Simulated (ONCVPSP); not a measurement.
**titanium (Ti), ONCV: configuration errors across variants**

| Item | Value |
| --- | --- |
| Element | titanium (Ti) |
| Generator | ONCVPSP 4.0.1 |
| Type | optimised norm-conserving Vanderbilt (ONCV) |
| Functional | LDA (Perdew-Wang 92) |
| Relativity | scalar-relativistic |
| Frozen core | [Ar] |
| Valence charge | 4 |
| Reference configuration | 3d2 4s2 |
| Partial waves | 4s: rc 2.80 bohr, ncon 3, nbas 7, qcut 2.1 1/bohr, 2 projectors, debl 2.8 Ha; p scattering state at 0.15 Ha: rc 2.45 bohr, ncon 3, nbas 7, qcut 4 1/bohr, 2 projectors, debl 1.7 Ha; 3d: rc 2.00 bohr, ncon 5, nbas 9, qcut 6.6 1/bohr, 2 projectors, debl 3.1 Ha |
| Local potential | polynomial inside 1.40 bohr (lpopt 5, dvloc0 2 Ha) |
| Core correction | Teter function fitted to the true core (icmod 2), fcfact 0.45 |

All-electron excitation energies from the reference (eV): (1) 3d2 4s1 7.529; (2) 3d2 4s0 21.322; (3) 3d1 4s0 48.516; (4) 3d2.5 4s1.5 0.320.

Errors AE − PS in meV (a dash: test not solved or not reliable):

```
      change   (1)   (2)   (3)  (4)  bound ghosts  GHOST(+) flags above zero
        base  +0.6  -6.6  -243  -14          none                       s, p
s: debl 0.25  -0.5  -6.4     –  -13          none                       s, p
s: debl 0.45  -0.4  -6.4  -242  -14          none                       s, p
s: debl 0.75  -0.4  -6.5  -243  -14          none                       s, p
 s: debl 1.1  -0.2  -6.5  -243  -14          none                       s, p
 s: debl 1.8  +0.1  -6.6  -243  -15          none                       s, p
s: debl 3.25  +0.8  -6.6  -243  -14          none                       s, p
```

Task: Give the same row for: s: debl 5.05.

Result: -1.0, -6.4, –, -17; bound ghosts: none; GHOST(+) flags above zero: s, p.
